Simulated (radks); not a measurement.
Spin polarisation of the 5s1 shell in the tin ion Sn3+. Start: [Kr] 4d10 5s(up 0.5, down 0.5); electrons of 5s are moved from spin down to spin up, other shells keep equal spins. Method: scalar-relativistic Kohn-Sham, PBE, spin-polarised, spherical densities, finite nucleus; Fermi nuclear charge, rms radius of each element as measured or else 0.836 A^(1/3) + 0.57 fm; computed with a radial shooting solver on a logarithmic mesh with Libxc functionals.

moment (Bohr magnetons)  E - E(0) (eV)  e(5s up) (eV)  e(5s down) (eV)  4d down minus up (eV)  4p down minus up (eV)  4s down minus up (eV)
0                                0.000        -35.960          -35.960                  0.000                  0.000                  0.000
0.25                            -0.017        -36.098          -35.822                  0.078                  0.032                  0.023
0.5                             -0.069        -36.233          -35.680                  0.156                  0.064                  0.047
0.75                            -0.156        -36.364          -35.530                  0.233                  0.096                  0.071
1                               -0.279        -36.493          -35.336                  0.311                  0.128                  0.094

At moment 1 the spin-polarisation energy is -0.279 eV and the 5s exchange splitting 1.157 eV, that is 1.157 eV per Bohr magneton; E = -I m^2/4 would give I = 1.116 eV.
